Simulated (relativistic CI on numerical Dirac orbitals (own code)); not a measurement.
**d2 in a ligand field**

Computed with a parametric ligand-field model of a d^n configuration (Racah B and C, spin-orbit zeta, crystal field), exact diagonalisation.

Field parameters in Wybourne normalisation: Oh B⁴₀ = 21Dq, B⁴₄ = √(5/14) B⁴₀. The field is a parameter set, without covalency.

Task: Lowest levels for B = 380, C = 1850, ζ = 750 cm⁻¹, Oh, 10Dq = 31750 cm⁻¹?

Result: E 0 (S 0.99), T2 20 (S 1.00), T1 919 (S 1.00), A1 1277 (S 1.00), T2 6596 (S 0.02), E 6643 (S 0.02), A1 14986 (S 0.02), A2 30906 (S 1.00), T2 31084 (S 1.00) cm⁻¹, with S from ⟨S²⟩ = S(S + 1). The ground level has 0.01 electrons in the cubic e pair.

Task: Lowest levels for B = 760, C = 2820, ζ = 50 cm⁻¹, Oh, 10Dq = 29050 cm⁻¹?

Result: E 0 (S 1.00), T2 0 (S 1.00), T1 61 (S 1.00), A1 92 (S 1.00), T2 10558 (S 0.00), E 10681 (S 0.00), A1 24075 (S 0.00), A2 27346 (S 1.00), T2 27359 (S 1.00) cm⁻¹, with S from ⟨S²⟩ = S(S + 1). The ground level has 0.02 electrons in the cubic e pair.

Task: Lowest levels for B = 480, C = 1740, ζ = 90 cm⁻¹, Oh, 10Dq = 35600 cm⁻¹?

Result: E 0 (S 1.00), T2 0 (S 1.00), T1 103 (S 1.00), A1 154 (S 1.00), T2 6541 (S 0.00), E 6580 (S 0.00), A1 15527 (S 0.00), A2 34374 (S 1.00), T2 34397 (S 1.00) cm⁻¹, with S from ⟨S²⟩ = S(S + 1). The ground level has 0.01 electrons in the cubic e pair.

Task: Lowest levels for B = 1020, C = 3930, ζ = 730 cm⁻¹, Oh, 10Dq = 17850 cm⁻¹?

Result: E 0 (S 1.00), T2 56 (S 1.00), T1 1065 (S 1.00), A1 1564 (S 1.00), T2 14732 (S 0.32), E 15529 (S 0.02), A2 16359 (S 1.00), T1 16923 (S 1.00), E 16963 (S 1.00) cm⁻¹, with S from ⟨S²⟩ = S(S + 1). The ground level has 0.05 electrons in the cubic e pair.

Task: Lowest levels for B = 480, C = 2230, ζ = 450 cm⁻¹, Oh, 10Dq = 36900 cm⁻¹?

Result: E 0 (S 1.00), T2 7 (S 1.00), T1 533 (S 1.00), A1 770 (S 1.00), T2 7750 (S 0.00), E 7795 (S 0.01), A1 17988 (S 0.00), A2 35721 (S 1.00), T2 35832 (S 1.00) cm⁻¹, with S from ⟨S²⟩ = S(S + 1). The ground level has 0.01 electrons in the cubic e pair.
